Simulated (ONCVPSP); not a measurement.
## Li (Z = 3): ONCV pseudisation with Wu-Cohen, non-relativistic reference atom.

ONCVPSP 4.0.1 input, shortened (lines: element, Z, core and valence counts, functional; n l f; lmax; l rc ep ncon nbas qcut; lloc lpopt rc5 dvloc0; l nproj debl; icmod fcfact rcfact), Wu-Cohen, non-relativistic:

```
  Li 3.00    0    2  -118130      upf
    1    0    2.00
    2    0    1.00
    2
    0    1.00    0.00    4    9   16.00
    1    0.90    0.25    4    7    9.10
    2    0.95    0.27    4    7   11.70
    1    5    0.90    0.00
    0    3    1.60
    1    0    1.40
    2    3    3.50
    0    0.00    0.00
```

* Cutoffs needed: 70 Ha and 86 Ha (the cutoffs (Ha) at which the residual kinetic energy of the hardest occupied pseudo-wave falls to 1 and 0.1 mHa per electron)
* Ghost test: no bound ghost flagged; no localised positive-energy state flagged
* Largest excitation error: +305 meV (all-electron minus pseudo) for 1s1 2s1, out of 4 test configurations
